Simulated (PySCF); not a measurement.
**Electronic absorption of C2H8OSi**

C2H8OSi.
SMILES with atom numbers: `[CH3:1][O:2][SiH2:3][CH3:4]` (hydrogens: H5, H6, H7 on C1; H8, H9 on Si3; H10, H11, H12 on C4)

The calculation used PySCF, TDDFT CAM-B3LYP/def2-SVPD, vertical, gas phase, core orbitals frozen in the response. Isolated species at its PBE0-D3(BJ)/def2-SVP geometry (one conformer only). Torsions of this conformer, `[CH3:1][O:2][SiH2:3][CH3:4]`: C1–O2–Si3–C4 180°.

Q: What does the calculation give for the low-lying excited states?

A: 

```tsv
state	E (eV)	E (kJ/mol)	λ (nm)	f	|μ| (D)	symmetry	main configurations (H = HOMO, L = LUMO)
S1	7.34	708	168.9	0.0063	0.48	A″	H→L (46%), H→L+1 (31%), H→L+2 (16%)
S2	7.87	760	157.5	0.020	0.83	A″	H→L+1 (52%), H→L (32%)
S3	8.09	781	153.2	0.025	0.90	A′	H-1→L (44%), H-1→L+1 (30%), H-1→L+2 (16%)
S4	8.16	787	151.9	0.034	1.04	A″	H→L+2 (70%), H→L (16%)
S5	8.52	822	145.5	0.091	1.68	A′	H-1→L+1 (47%), H-1→L (34%), H-2→L+1 (12%)
S6	8.75	844	141.7	0.036	1.04	A′	H-1→L+2 (36%), H-2→L (25%), H-2→L+1 (15%)
S7	8.77	846	141.4	0.035	1.03	A″	H→L+3 (66%), H-3→L (14%)
S8	8.94	863	138.7	0.034	1.00	A″	H→L+4 (40%), H-3→L+1 (17%), H-3→L+2 (15%)
S9	9.10	878	136.2	0.107	1.76	A′	H-1→L+2 (29%), H-2→L+2 (20%), H-2→L (18%)
S10	9.18	886	135.0	0.017	0.70	A″	H→L+4 (32%), H-3→L+1 (27%), H→L+3 (10%)
```

Triplets (Tamm–Dancoff): T1 7.02 eV, H→L (35%), H→L+1 (31%), H→L+2 (23%); T2 7.62 eV, H→L+1 (37%), H→L (35%), H→L+4 (13%); T3 7.74 eV, H-1→L+1 (36%), H-1→L (30%), H-1→L+2 (20%); T4 7.90 eV, H→L+2 (58%), H→L (19%), H→L+1 (8%).

The lowest singlet comes at 169 nm (708 kJ/mol) in the vacuum ultraviolet; it is weak; its leading configuration is HOMO→LUMO (46%). The most intense listed level is S9 at 9.10 eV (136 nm, f = 0.107), 1.76 eV above S1. Löwdin shares by element: HOMO oxygen 50%, silicon 14%, carbon 10% or more, hydrogen 8% or more (atoms not listed hold the other 18%); LUMO silicon 34%, carbon 26%, oxygen 7% (atoms not listed hold the other 33%). Of the 10 states listed, 9 reach f = 0.01 and none stays under 0.0005. Orbital energies (eV): HOMO-3 -11.00, HOMO-2 -10.82, HOMO-1 -10.04, HOMO -9.40, LUMO 1.34, LUMO+1 1.40, LUMO+2 1.94. The oscillator strengths of these states sum to 0.405; summed over the whole spectrum of an exact calculation they would give the number of electrons, 42 (Thomas–Reiche–Kuhn). All these states lie below the vertical ionisation energy of 10.32 eV (ΔSCF). Symmetry labels in Cs follow from the direction of the transition dipole and are given only for states with f of 0.002 or more. Singlets were solved by full linear response, triplets in the Tamm–Dancoff approximation.

Time: 42 s wall. Hardware: Arm Neoverse V1, one thread, on a shared host.
